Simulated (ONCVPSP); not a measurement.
What one change does to a pseudopotential (Cu, ONCV)

ONCVPSP 4.0.1 input, shortened (lines: element, Z, core and valence counts, functional; n l f; lmax; l rc ep ncon nbas qcut; lloc lpopt rc5 dvloc0; l nproj debl; icmod fcfact rcfact), PBE, non-relativistic:

```
  Cu 29.00    5    2        4      upf
    1    0    2.00
    2    0    2.00
    2    1    6.00
    3    0    2.00
    3    1    6.00
    3    2   10.00
    4    0    1.00
    2
    0    1.85    0.00    4    7    3.70
    1    1.60    0.07    3    7    5.60
    2    1.20    0.00    4    9   12.50
    4    3    0.85    3.00
    0    3    1.50
    1    2    0.50
    2    2    0.70
    3    5.75    1.80
```

Change: d: ncon 5, nbas 10.

Cutoffs: the cutoffs (Ha) at which the residual kinetic energy of the hardest occupied pseudo-wave falls to 1 and 0.1 mHa per electron; they do not see the model core or the augmentation charge, which bear on the density cutoff. Errors are all-electron minus pseudo energies relative to the spin-unpolarised reference configuration.

Task: Predict the effect on cutoff, ghosts and configuration errors.

Result: The potential gets neither clearly harder nor softer (65 Ha and 73 Ha → 69 Ha and 79 Ha); both files keep a bound ghost (p, s); of the 3 tests that both files solve, the error grows in 3 and shrinks in 0 by more than 15 % and 0.3 meV (median size 35.6 → 67.5 meV).

| quantity | base | changed |
| --- | --- | --- |
| cutoff, loose | 65 Ha | 69 Ha |
| cutoff, tight | 73 Ha | 79 Ha |
| loose cutoff by channel | s 5.1 Ha, d 65 Ha | s 5.1 Ha, d 69 Ha |
| bound ghosts | s, p | s, p |
| GHOST(+) flags under 300 eV | s at 47.1 eV | s at 47.1 eV |
| tests with a reliable result | 3 of 4 | 3 of 4 |
| error for 3d10 4s0, meV [ΔE 7.91 eV] | -36 | -67 |
| error for 3d9 4s0, meV [ΔE 29.40 eV] | -195 | -305 |
| error for 3d10 4s0 4p1, meV [ΔE 3.94 eV] | -14 | -23 |
| s: phases at 1.88 bohr within 0.05 rad from the reference energy up to (Ha; the scan ends near 5) | to the end of the scan | to the end of the scan |
| p: phases at 1.63 bohr within 0.05 rad from the reference energy up to (Ha; the scan ends near 5) | to the end of the scan | to the end of the scan |
| d: phases at 1.21 bohr within 0.05 rad from the reference energy up to (Ha; the scan ends near 5) | to the end of the scan | to the end of the scan |
| rms error of d²Exc/dni dnj with the model core, mHa | 2.96 | 2.85 |

 A true bound ghost makes a file unfit for plane-wave use even where its test errors are small: the radial tests pick states by their node count and pass the ghost by.
